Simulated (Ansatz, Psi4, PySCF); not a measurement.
CHN, charge +1, doublet, geometry from GFN2-xTB (a state made from the parent by changing its charge; the spin is typed, not shown lowest). Base run: HF/6-31G** in PySCF.

PySCF was given this input:
```python
from pyscf import gto, scf

mol = gto.M(
    atom='''
C    -0.00000000   -0.00000000   -0.48313248
N     0.00000000    0.00000000    0.64166810
H    -0.00000000   -0.00000000   -1.59288180
''',
    basis='6-31g**',
    charge=1,
    spin=1,
    verbose=4,
)

mf = scf.UHF(mol)
mf.kernel()
```

The same geometry, method and basis name were run in Ansatz (a quantum-chemistry and plane-wave program) and Psi4 and PySCF, at each program's defaults and at the settings that a row names. The base is PySCF at its defaults. Differences at the defaults can come from grids, fitting, cores and function types together.

| code and settings | ΔE vs base (µEh) | basis functions | E (Eh) | SCF cycles | outcome |
|---|---|---|---|---|---|
| PySCF, defaults (exact integrals, spherical functions) | 0.0 | 33 | -92.42802 | 14 | converged |
| Psi4, defaults (density fitting with its default set, Cartesian functions) | 6349 | 35 | -92.42167 | 13 | another SCF solution |
| Ansatz, defaults (factorised integrals, Cartesian functions) | -412 | 35 | -92.42843 | - | converged |
| PySCF, density fitting with def2-universal-jkfit | 69.7 | 33 | -92.42795 | 14 | converged |
| Psi4, exact integrals, spherical functions | 6485 | 33 | -92.42153 | 16 | another SCF solution |
| Ansatz, high accuracy, Cartesian functions as the basis file defines them | -413 | 35 | -92.42843 | - | converged |

A guess, shift, damping, solver or small numerical setting can't move a converged solution much, so rows marked as another SCF solution ended in a different state.

Open shells are given as the SCF converged; they aren't shown to be the lowest states, and a large step between rows can be another state.
